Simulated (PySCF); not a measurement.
Molfile (atoms numbered from 1):
```
C2H4B2Cl2S2
     RDKit          3D

 12 12  0  0  0  0  0  0  0  0999 V2000
    3.7609   -1.1359   -0.2228 Cl  0  0  0  0  0  0  0  0  0  0  0  0
    3.2851   -0.6973    1.4006 B   0  0  0  0  0  0  0  0  0  0  0  0
    4.2423   -1.2788    2.7409 Cl  0  0  0  0  0  0  0  0  0  0  0  0
    2.0016    0.1742    1.6742 C   0  0  1  0  0  0  0  0  0  0  0  0
    1.6029    1.1460    0.5812 C   0  0  0  0  0  0  0  0  0  0  0  0
   -0.1719    1.5861    0.7175 S   0  0  0  0  0  0  0  0  0  0  0  0
   -0.6760    0.0152    1.3845 B   0  0  0  0  0  0  0  0  0  0  0  0
    0.6441   -1.0758    1.9033 S   0  0  0  0  0  0  0  0  0  0  0  0
    2.0928    0.6907    2.6429 H   0  0  0  0  0  0  0  0  0  0  0  0
    1.7569    0.7081   -0.4164 H   0  0  0  0  0  0  0  0  0  0  0  0
    2.1931    2.0722    0.6467 H   0  0  0  0  0  0  0  0  0  0  0  0
   -1.8278   -0.3032    1.5068 H   0  0  0  0  0  0  0  0  0  0  0  0
  1  2  1  0
  2  3  1  0
  2  4  1  0
  4  5  1  0
  5  6  1  0
  6  7  1  0
  7  8  1  0
  8  4  1  0
  4  9  1  1
  5 10  1  0
  5 11  1  0
  7 12  1  0
M  END
```

[PySCF: structure optimised with PBE0-D3(BJ)/def2-SVP; shielding tensors at B3LYP/pcSseg-1 (GIAO); gas phase; non-relativistic Hamiltonian; averaged over atoms made equivalent by symmetry, fast rotation or ring inversion; single conformer]

References, each an isolated molecule treated in the same way: TMS for ¹³C, ¹H; ³⁵Cl vs HCl; ¹¹B against BF3·OEt2; ³³S vs CS2.

| atoms | nucleus | count | δ (ppm) |
| --- | --- | --- | --- |
| C5 | ¹³C | 1 | ? |
| B7 | ¹¹B | 1 | ? |
| Cl1/Cl3 | ³⁵Cl | 2 | ? |
| S8 | ³³S | 1 | 144 |
| H9 | ¹H | 1 | 3.16 |
| B2 | ¹¹B | 1 | 64.9 |
| C4 | ¹³C | 1 | 53.5 |
| H12 | ¹H | 1 | 6.50 |
| H10 | ¹H | 1 | 3.20 |
| H11 | ¹H | 1 | 3.08 |
| S6 | ³³S | 1 | 120 |

Complete the table.

## Answers


- C5: 46.1 ppm, sp3 CH2 bonded to S
- Cl1/Cl3: 272 ppm, chlorine bonded to B
- B7: 61.8 ppm, boron bonded to 2 S, H, in a 5-membered ring

Hydrogens on boron are broadened and split by ¹¹B (spin 3/2, 80 %) and 10B (spin 3). A carbon bonded to boron is broadened by the quadrupolar boron nucleus and is often missing from a measured spectrum. Shifts are as computed. Against solution values, carbons near 30 ppm lie about +2 ppm off and those near 130 ppm about +6 ppm. Of 1211 compounds with measured shifts, 218 miss one by over three times the rms of a fit or turn the order of signals round; such compounds aren't used in these exercises.
